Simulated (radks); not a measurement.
Ionisation of the mercury ion Hg+, [Xe] 4f14 5d10 6s1, to [Xe] 4f14 5d10 as the strength of local exchange is varied. Method: scalar-relativistic Kohn-Sham, Slater X-alpha exchange (alpha = 2/3 is LDA exchange), no correlation, spin-polarised, spherical densities, finite nucleus; open shells are filled with parallel spins first (spin-orbit coupling, left out, can overturn this in heavy ions); Fermi nuclear charge, rms radius 5.4648 fm; computed with a radial shooting solver on a logarithmic mesh with Libxc functionals.

alpha,E(Hg+) (hartree),exchange (hartree),IE (eV),-e of the level emptied (eV),<r> of it (bohr)
0.562,-19543.1961,-294.9237,17.416,13.369 (6s),2.582
0.663,-19596.5819,-348.9322,18.413,14.359 (6s),2.530
0.667,-19598.6994,-351.0775,18.453,14.399 (6s),2.528
0.722,-19627.8390,-380.6231,19.007,14.952 (6s),2.500
0.85,-19695.8320,-449.7344,20.325,16.276 (6s),2.438
1.014,-19783.3093,-538.9982,22.069,18.045 (6s),2.363

NIST Atomic Spectra Database: 18.757 eV (measured). The Delta-SCF value meets it near alpha = 0.70.
